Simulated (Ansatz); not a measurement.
Calculated with Ansatz (gas phase, PBE0-D4/def2-TZVP geometries, no zero-point term in ΔE). CBS: MP2 limit from def2 TZ/QZ plus the TZ coupled-cluster correction, frozen cores. This one scheme is used for every species. Functionals use def2-TZVPP. One conformer a species, not always the lowest.

Consider the cleavage of the Al–P bond: `[NH2][Al]([F])[PH2]` + H–F → `[NH2][Al]([F])[F]` + PH₃.

| level | ΔE (kJ/mol) |
| --- | --- |
| ωB97X-V | -135.4 |
| HF/CBS(def2) | -159.9 |

(1) What does CCSD(T)/CBS give? (Estimate.)

Largest T1 diagnostic among the species: 0.013.

## Answers

(1) Ansatz gave: -131.5 kJ/mol. The listed levels differ from it by -3.9, -28.4 kJ/mol.

From BLYP to BHLYP (50 % exact exchange), in def2-TZVPP and without D4, ΔE moves by −5.8 kJ/mol. At CCSD(T), def2-SVP lies −16.6 kJ/mol from the extrapolated value and def2-TZVPP −3.1 kJ/mol. Leaving LDA and LC-ωPBE aside and taking each functional with its dispersion term where it has one, the values, not all of them listed here, spread over 26.8 kJ/mol, from CAM-B3LYP-D4 to PBE-D4. LDA lies +3.6 kJ/mol from PBE without D4.
